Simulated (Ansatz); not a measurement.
Calculated with Ansatz (gas phase, PBE0-D4/def2-TZVP geometries, no zero-point term in ΔE). CCSD(T)/CBS is the MP2 limit (def2-TZVPP, def2-QZVPP) plus CCSD(T) − MP2 in def2-TZVPP, frozen cores. This one scheme is used for every species. DFT in def2-TZVPP. def2 core potentials past Kr. For Zr outer-core shells are correlated without core-valence functions, which leaves a few kJ/mol of doubt a bond. Each species was taken in one conformer, which may not be the lowest.

`[F][Zr]12345678([Cl])([C@H]9[C@@H]1[C@@H]2[C@@H]3[C@H]94)[C@H]1[C@@H]5[C@@H]6[C@@H]7[C@H]18` + H₂O → `[OH][Zr]12345678([F])([C@H]9[C@@H]1[C@@H]2[C@@H]3[C@H]94)[C@H]1[C@@H]5[C@@H]6[C@@H]7[C@H]18` + HCl  (formal hydrolysis of a Zr–Cl bond)

```json
{"species": "`[F][Zr]12345678([Cl])([C@H]9[C@@H]1[C@@H]2[C@@H]3[C@H]94)[C@H]1[C@@H]5[C@@H]6[C@@H]7[C@H]18`", "r2SCAN energy (Eh)": "-994.35079"}
{"species": "H₂O", "r2SCAN energy (Eh)": "-76.42320"}
{"species": "`[OH][Zr]12345678([F])([C@H]9[C@@H]1[C@@H]2[C@@H]3[C@H]94)[C@H]1[C@@H]5[C@@H]6[C@@H]7[C@H]18`", "r2SCAN energy (Eh)": "-609.96720"}
{"species": "HCl", "r2SCAN energy (Eh)": "-460.78587"}
```

Q: Work out ΔE.

A: ΔE = (-609.96720) + (-460.78587) − (-994.35079) − (-76.42320) = 0.02092 Eh = +0.57 eV. CCSD(T)/CBS gives +0.66 eV.

Largest T1 diagnostic among the species: 0.013.

From BLYP to BHLYP (50 % exact exchange), in def2-TZVPP and without D4, ΔE moves by +0.15 eV. The D4 term adds +0.05 eV with B3LYP and +0.03 eV with PBE0; it sums over pairs of atoms, weighted by their polarisabilities, and B3LYP, whose exchange is more repulsive, gets the larger term. Leaving LDA and LC-ωPBE aside and taking each functional with its dispersion term where it has one, the values, not all of them listed here, spread over 0.20 eV, from BLYP-D4 to PBE-QIDH.

B3LYP here is the variant with VWN-RPA as its local correlation; programs differ in this.
